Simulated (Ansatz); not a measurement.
Start from `[CH3][AlH][TeH]` and change one atom or group to get `[CH3][AlH][OH]`.

Ansatz, PBE0-D4/def2-TZVP geometries, multiplicity 1. Each molecule was computed in one conformer, which needn't be the lowest.

Elements past krypton have def2 core potentials.

| property | `[CH3][AlH][TeH]` |
| --- | --- |
| LUMO energy (PBE/def2-TZVPP) / eV | -1.92 |
| size of the dipole moment (ωB97M-V/def2-TZVPP) / D | 1.21 |
| size of the dipole moment (B3LYP/def2-TZVPP) / D | 1.06 |
| LUMO energy (B3LYP/def2-TZVPP) / eV | -1.37 |
| HOMO energy (PBE0/def2-TZVPP) / eV | -6.69 |
| zero-point energy (PBE0-D4/def2-TZVP) / kJ/mol | 129.7 |

Problem. What does the change do to each property? (An estimate is asked.)

Solution. Ansatz gave: 
```csv
property,`[CH3][AlH][OH]`,shift
LUMO energy (PBE/def2-TZVPP) / eV,-1.21,0.71
size of the dipole moment (ωB97M-V/def2-TZVPP) / D,0.60,-0.61
size of the dipole moment (B3LYP/def2-TZVPP) / D,0.61,-0.45
LUMO energy (B3LYP/def2-TZVPP) / eV,-0.68,0.69
HOMO energy (PBE0/def2-TZVPP) / eV,-7.97,-1.28
zero-point energy (PBE0-D4/def2-TZVP) / kJ/mol,146.4,16.7
```

With PBE0 the HOMO falls by 1.28 eV and the LUMO rises by 0.75 eV, so the gap widens by about 2.03 eV. PBE moves the HOMO by -0.94 eV and ωB97M-V by -1.49 eV. Dipoles are sizes alone; their direction can turn.

B3LYP here is the variant with VWN-RPA as its local correlation; programs differ in this.

Spin–orbit coupling is left out; it splits and shifts lone-pair levels of the heavy atoms by tenths of an eV.
